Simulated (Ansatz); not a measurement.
Stepwise reaction of `[CH3][Ge]([CH3])([F])[F]` with hydrogen fluoride, as a gas-phase model of exchange steps in deposition or etching. ΔE in kJ/mol; ΔG adds harmonic PBE0-D4 terms to CCSD(T)/CBS, at 1 bar.

Isolated molecules relaxed with PBE0-D4/def2-TZVP in Ansatz; ΔE leaves out vibrations. CCSD(T)/CBS adds triple-zeta CCSD(T) − MP2 to the extrapolated MP2 energy (def2 sets, frozen cores). This one scheme is used for every species. DFT in def2-TZVPP. B3LYP here is the variant with VWN-RPA as its local correlation; programs differ in this. For Ge outer-core shells are correlated without core-valence functions, which leaves a few kJ/mol of doubt a bond. Scalar relativity is left out up to krypton.

```json
{"step": "1", "reaction": "`[CH3][Ge]([CH3])([F])[F]` + H–F → `[CH3][Ge]([F])([F])[F]` + CH₄", "PBE-D4": "-73.0", "B3LYP-D4": "-80.3", "ωB97M-V": "-78.1", "CCSD(T)/CBS": "-69.4", "ΔG(600 K)": "-59.6"}
```

**Question.** Give the row of step 2, `[CH3][Ge]([F])([F])[F]` + H–F → `[F][Ge]([F])([F])[F]` + CH₄. (An estimate is asked.)

**Answer.** Computed: 
```tsv
step	reaction	PBE-D4	B3LYP-D4	ωB97M-V	CCSD(T)/CBS	ΔG(600 K)
2	`[CH3][Ge]([F])([F])[F]` + H–F → `[F][Ge]([F])([F])[F]` + CH₄	-32.9	-39.1	-38.7	-29.6	-14.0
```

**Question.** By hand: ΔE of the 2 steps together at CCSD(T)/CBS.

**Answer.** (-69.4) + (-29.6) = -99.0 kJ/mol, or -49.5 kJ/mol a step.

In ΔE each step is higher than the one before. All are downhill at CCSD(T)/CBS. ΔG lies between -59.6 and -14.0 kJ/mol a step. PBE-D4 differs from CCSD(T)/CBS by -3.6 to -3.3 kJ/mol a step. Isolated molecules leave out the surface, adducts and barriers. Largest T1 diagnostic: 0.012.
